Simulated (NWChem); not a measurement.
System: Si2H5O2Cl; SMILES O[SiH](O)[SiH2]Cl

```xyz
10

O      1.5915     1.3124     0.4120
Si    -0.0674     1.3444     0.3003
O     -0.6451     1.8697    -1.1702
Si    -0.9144    -0.8373     0.5132
Cl     0.4856    -2.1095    -0.4116
H      2.0342     0.6113    -0.0909
H     -0.4762     2.2555     1.4004
H     -0.4061     2.7713    -1.4336
H     -2.2293    -1.0667    -0.1375
H     -1.0052    -1.2666     1.9341
```
Atoms are numbered in this order, from 1.

Computed with NWChem. Medium grid unless said otherwise, to which SCAN and Minnesota functionals are sensitive. Coordinates come from a B3LYP/6-31G* (spherical d) optimisation. Total energies of different functionals are on different scales.

| level | energy (Ha) | highest occupied level (eV) | orbital gap (eV) | dipole (D) |
|---|---|---|---|---|
| PBE/def2-TZVP | -1192.2349 | ___ | ___ | 1.45 |
| B3LYP/def2-TZVP | -1192.9464 | -7.84 | 6.75 | 1.50 |
| M06-2X/def2-TZVP | -1192.7734 | -9.16 | 9.06 | 1.59 |
| TPSSh/def2-TZVP | -1192.9357 | -7.44 | 6.22 | 1.50 |
| LDA (Slater exchange, VWN5)/def2-TZVP | -1188.0023 | -6.87 | 4.87 | 1.48 |
| PW6B95/def2-TZVP | -1193.9281 | -8.11 | 7.22 | 1.50 |

### Question
What belongs in the gaps?

### Answer

- PBE/def2-TZVP, highest occupied level (eV): -6.79
- PBE/def2-TZVP, orbital gap (eV): 5.03
